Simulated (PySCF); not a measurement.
## First hyperpolarisability: `Fc1cnc2nsnc2n1`, C$_{4}$HFN$_{4}$S

Molfile (atoms numbered from 1):
```
C4HFN4S
     RDKit          3D

 11 12  0  0  0  0  0  0  0  0999 V2000
   -2.2388   -1.1117    1.4808 F   0  0  0  0  0  0  0  0  0  0  0  0
   -1.2276   -0.6003    0.8096 C   0  0  0  0  0  0  0  0  0  0  0  0
   -1.1707    0.8411    0.7472 C   0  0  0  0  0  0  0  0  0  0  0  0
   -0.2247    1.4681    0.1158 N   0  0  0  0  0  0  0  0  0  0  0  0
    0.6978    0.6676   -0.4733 C   0  0  0  0  0  0  0  0  0  0  0  0
    1.7430    1.1053   -1.1663 N   0  0  0  0  0  0  0  0  0  0  0  0
    2.5395   -0.2203   -1.6610 S   0  0  0  0  0  0  0  0  0  0  0  0
    1.6082   -1.3952   -1.0281 N   0  0  0  0  0  0  0  0  0  0  0  0
    0.6207   -0.7766   -0.3945 C   0  0  0  0  0  0  0  0  0  0  0  0
   -0.3801   -1.4013    0.2716 N   0  0  0  0  0  0  0  0  0  0  0  0
   -1.9534    1.4191    1.2515 H   0  0  0  0  0  0  0  0  0  0  0  0
  1  2  1  0
  2  3  1  0
  3  4  2  0
  4  5  1  0
  5  6  2  0
  6  7  1  0
  7  8  1  0
  8  9  2  0
  9 10  1  0
 10  2  2  0
  9  5  1  0
  3 11  1  0
M  END
```

Level of theory: quadratic response CAM-B3LYP/aug-cc-pVDZ first hyperpolarisability, Taylor convention, gas phase in PySCF. Geometry: PBE0-D3(BJ)/def2-SVP.

(1) Give β for the processes computed.

(2) Which lowest excitations, dipole and polarisabilities go with it?

## Answers

(1) In au, Taylor convention; the vector part is βᵢ = ⅓ Σⱼ (βᵢⱼⱼ + βⱼᵢⱼ + βⱼⱼᵢ); β∥ is 3/5 of the vector part along the dipole, the dipole points from − to +:
```tsv
process	λ (nm)	β vector norm	β∥	β HRS	depolarisation ratio
static β(0;0,0)	∞	152.1	-15.9	72.6	3.45
second harmonic β(−2ω;ω,ω)	1907	151.6	-19.9	74.5	3.35
Pockels β(−ω;ω,0)	1907	152.0	-17.1	–	–
second harmonic β(−2ω;ω,ω)	1064	148.4	-33.2	80.1	2.99
Pockels β(−ω;ω,0)	1064	151.6	-20.2	–	–
```

(2) S1 3.62 eV (f = 0.001); S2 4.42 eV (f = 0.315); S3 4.60 eV (f = 0.000); dipole 0.91 D; isotropic α 92.9 au static, 93.4 au at 1907 nm, 94.6 au at 1064 nm, 95.0 au at 953.5 nm, 100.9 au at 532 nm.
